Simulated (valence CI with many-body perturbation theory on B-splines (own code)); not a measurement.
Isoelectronic trend, 6 electrons, Ba50+ to Tm63+

Level of theory: configuration interaction combined with many-body perturbation theory (CI+MBPT): four valence electrons over a frozen Dirac-Fock core [He], a basis of 11 s, 11 p, 9 d, 7 f, 5 g, 2 h, 1 i functions for each j, with the one-electron correlation potential Σ1, the two-electron term Σ2, the three-electron term Σ3, Breit, model QED; selected CI, second order for the rest (own B-spline code, finite nucleus). Basis and details of the method differ along the sequence, and some ions are missing.

Excitation energies in eV above the lowest level of each ion. Labels name the leading LS component, so a column can jump where levels mix; a blank means that no level of the computed list carries the label, and where several do, the lowest of them is shown. The ionisation energies from NIST are mostly theoretical or semi-empirical. By estimate, excited configurations hold to about 0.1 % in light ions and 0.5 % in heavy ones, terms of the ground configuration to 0.5 to 2 %, and small fine-structure intervals to 10 cm⁻¹ or more; near the neutral end and where shells cross, configurations can be misplaced by 0.1 to 0.6 eV.

| Ion | Lowest level | IE (eV) | IE, NIST (eV) | 2s²2p² ¹D_2 | 2s²2p² ³P_2 | 2s2p³ ³D°_3 | 2s2p³ ³P°_0 | 2s2p³ ¹D°_2 | 2p⁴ ³P_2 | 2p⁴ ¹S_0 |
| --- | --- | --- | --- | --- | --- | --- | --- | --- | --- | --- |
| Ba50+ | 2s²2p² ³P_0 | 9739.8 | 9739 ± 4 | 408.9 | 815.0 | 1000 | 1040 | 1066 | 1276 | 1322 |
| La51+ | 2s²2p² ³P_0 | 10137 | 10136 ± 4 | 442.2 | 881.9 | 1072 | 1112 | 1138 | 1354 | 1401 |
| Ce52+ | 2s²2p² ³P_0 | 10544 | 10542 ± 4 | 477.6 | 953.0 | 1147 | 1189 | 1215 | 1436 | 1484 |
| Pr53+ | 2s²2p² ³P_0 | 10960 | 10959 ± 5 | 515.3 | 1029 | 1227 | 1270 | 1297 | 1523 | 1573 |
| Nd54+ | 2s²2p² ³P_0 | 11385 | 11384 ± 5 | 555.2 | 1109 | 1312 | 1356 | 1384 | 1615 | 1666 |
| Pm55+ | 2s²2p² ³P_0 | 11820 | 11819 ± 5 | 597.6 | 1194 | 1402 | 1447 | 1475 | 1712 | 1764 |
| Sm56+ | 2s²2p² ³P_0 | 12265 | 12264 ± 5 | 642.6 | 1284 | 1497 | 1543 | 1572 | 1815 | 1867 |
| Eu57+ | 2s²2p² ³P_0 | 12720 | 12718 ± 6 | 690.2 | 1380 | 1597 | 1645 | 1674 | 1922 | 1976 |
| Gd58+ | 2s²2p² ³P_0 | 13185 | 13183 ± 6 | 740.6 | 1481 | 1704 | 1752 | 1781 | 2036 | 2091 |
| Tb59+ | 2s²2p² ³P_0 | 13660 | 13658 ± 7 | 793.9 | 1588 | 1816 | 1866 | 1895 | 2156 | 2211 |
| Dy60+ | 2s²2p² ³P_0 | 14145 | 14144 ± 10 | 850.3 | 1701 | 1934 | 1985 | 2015 | 2282 | 2338 |
| Ho61+ | 2s²2p² ³P_0 | 14641 | 14639 ± 12 | 909.9 | 1821 | 2059 | 2112 | 2141 | 2414 | 2472 |
| Er62+ | 2s²2p² ³P_0 | 15147 | 15146 ± 15 | 972.8 | 1947 | 2190 | 2244 | 2275 | 2554 | 2613 |
| Tm63+ | 2s²2p² ³P_0 | 15665 | 15663 ± 19 | 1039 | 2081 | 2329 | 2385 | 2415 | 2701 | 2761 |

Question: Does the computed ground configuration or its J change in this range?

Answer: No, it stays 2s²2p² with J = 0; its leading component is 70 % ³P at the start and 69 % ³P at the end, where the leading jj configuration holds 100 %.

Shares of the ionisation energy in eV, for some of the ions:

| Ion | Σ1 | Σ2 | Σ3 | Breit | QED |
| --- | --- | --- | --- | --- | --- |
| Ba50+ | 0.425 | -0.0423 | -0.0992 | -15.2 | 0.245 |
| Ce52+ | 0.439 | -0.0412 | -0.103 | -17.1 | 0.235 |
| Nd54+ | 0.446 | -0.0396 | -0.107 | -19.2 | 0.214 |
| Sm56+ | 0.461 | -0.0383 | -0.111 | -21.5 | 0.181 |
| Gd58+ | 0.470 | -0.0363 | -0.115 | -24.0 | 0.133 |
| Dy60+ | 0.481 | -0.0338 | -0.120 | -26.7 | 0.0678 |
| Er62+ | 0.499 | -0.0314 | -0.125 | -29.6 | -0.0183 |
